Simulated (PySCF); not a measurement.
CaBi: one state, many levels of theory

State: ⁴Σ⁻ (quartet), unpaired electrons σ ↑, π ↑↑. Set-up: Ca def2-SVPD, Bi def2-SVPD with ECP60; scalar-relativistic core potentials (PySCF 2.14). De refers to Ca + Bi in their high-spin ground configurations, without counterpoise correction. The functionals are run spin-unrestricted. A positive dipole means Ca(−)Bi(+).

| Level | Re (Å) | ωe (cm⁻¹) | De (eV) | μ (D) |
| --- | --- | --- | --- | --- |
| UHF | 3.280 | 144 | 0.350 | -3.31 |
| UHF-MP2 | 3.281 | 144 | 0.425 | n/a |
| UHF-SCS-MP2 | 3.303 | 140 | 0.343 | n/a |
| PBE | 3.164 | 159 | 1.08 | -2.51 |
| PBEsol | 3.124 | 166 | 1.20 | -2.67 |
| revPBE | 3.191 | 154 | 0.96 | -2.48 |
| r²SCAN | 3.168 | 163 | 1.13 | -3.09 |
| r²SCANh | 3.170 | 163 | 1.09 | -3.14 |
| PBE0 | 3.167 | 161 | 0.97 | -2.78 |

The bond length runs from 3.124 Å (PBEsol) to 3.303 Å (UHF-SCS-MP2). De spans 0.34 eV (UHF-SCS-MP2, perturbation theory) to 1.20 eV (PBEsol, GGA).

Correlated steps freeze 9 core orbitals. Correlated levels converge slowly with the basis: in double zeta they bind strong bonds too weakly, by up to about 1 eV, and carry superposition errors of some tenths. These are scalar-relativistic numbers at best; spin–orbit coupling would shift them, the dissociation energy most. The state is the lowest determinant that a PBE0 search found; another state may lie lower at other levels.
